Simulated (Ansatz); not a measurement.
Relaxation of CH₇NSi₂ (11 atoms, charge 0, multiplicity 1), to a largest force component of 0.015 eV/Å in at most 40 steps.

These are results of RKS B3LYP-D4/STO-3G (Ansatz 0.2.0), not measurements.

```xyz
11
Properties=species:S:1:pos:R:3
N -1.345 1.167 -0.685
Si 0.194 0.656 -0.578
C 0.221 -0.390 0.898
Si 0.798 -1.530 -0.421
H -1.693 1.158 -1.693
H -2.025 0.531 -0.233
H 1.170 1.777 -0.360
H -0.650 -0.591 1.394
H 1.036 -0.136 1.669
H 2.159 -1.929 -0.326
H -0.327 -2.570 -0.649
```

Q: Where does it end, and by what steps?

A: The run converged. Limits of this set-up: minimal basis. After 11 steps the energy has fallen by 1.301 eV; H6 moved furthest, 0.38 Å.

| step | energy less start (eV) | largest force component (eV/Å) | accepted |
| --- | --- | --- | --- |
| 0 | 0.0000 | 5.942 | yes |
| 1 | -1.1609 | 1.836 | yes |
| 2 | -1.2645 | 0.339 | yes |
| 3 | -1.2760 | 0.408 | yes |
| 4 | -1.2911 | 0.355 | yes |
| 5 | -1.2942 | 0.195 | yes |
| 6 | -1.2585 | 0.426 | no |
| 7 | -1.2959 | 0.329 | yes |
| 8 | -1.2988 | 0.142 | yes |
| 9 | -1.3012 | 0.034 | yes |
| 10 | -1.3013 | 0.028 | yes |
| 11 | -1.3014 | 0.006 | yes |

```xyz
11
Properties=species:S:1:pos:R:3
N -1.489 1.254 -0.748
Si 0.136 0.608 -0.413
C 0.331 -0.437 1.135
Si 0.750 -1.497 -0.387
H -1.598 1.446 -1.778
H -2.216 0.516 -0.558
H 1.114 1.653 -0.622
H -0.577 -0.703 1.683
H 1.133 -0.181 1.831
H 2.125 -1.931 -0.499
H -0.171 -2.584 -0.628
```

Time of the run: 28 s on 1 thread of Arm Neoverse V1, with other jobs on the host, peak memory 0.12 GiB.
